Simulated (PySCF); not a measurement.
CH₅AlClNO, SMILES C[NH][Al]([OH])[Cl]. The structure is a stationary point at PBE0-D3(BJ)/def2-SVP. The structure was generated by enumeration; whether it is a known compound was not checked. The values are those of a single conformer.

Computed equilibrium geometry at PBE0-D3(BJ)/def2-SVP (PySCF confirms it by a frequency run) as bond lengths and angles, and its point group (one conformer of several):
point group Cs.
Atoms: Al1 Cl2 N3 C4 H5 H6 H7 H8 O9 H10. Bonds (Å): Al1–Cl2 2.103, Al1–N3 1.759, Al1–O9 1.695, N3–C4 1.445, N3–H5 1.015, C4–H6 1.106, C4–H7 1.106, C4–H8 1.101, O9–H10 0.957. Bond angles (°): Cl2–Al1–N3 119.2, Cl2–Al1–O9 121.7, N3–Al1–O9 119.1, Al1–N3–C4 127.5, Al1–N3–H5 119.5, C4–N3–H5 113.0, N3–C4–H6 112.7, N3–C4–H7 112.7, N3–C4–H8 110.1, H6–C4–H7 107.3, H6–C4–H8 106.9, H7–C4–H8 106.9, Al1–O9–H10 126.1.
